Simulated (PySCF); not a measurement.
BeClH₂N, SMILES [NH2][Be][Cl].

Geometry: PBE0-D3(BJ)/def2-TZVP. Other conformers were not sampled.

Level of theory: B3LYP/def2-TZVPD in PySCF.

Symmetry labels are those of the subgroup C2v that the program uses (full group C2v).

Computed valence orbital energies around the gap with their symmetry:
| orbital | symmetry | energy (eV) |
|---|---|---|
| HOMO−7 | A1 | -22.76 |
| HOMO−6 | A1 | -21.98 |
| HOMO−5 | B2 | -13.28 |
| HOMO−4 | A1 | -11.58 |
| HOMO−3 | A1 | -10.65 |
| HOMO−2 | B1 | -9.05 |
| HOMO−1 | B2 | -9.01 |
| HOMO | B1 | -7.39 |
| LUMO | A1 | -0.73 |
| LUMO+1 | B2 | -0.04 |
| LUMO+2 | A1 | 0.43 |
| LUMO+3 | B1 | 0.60 |
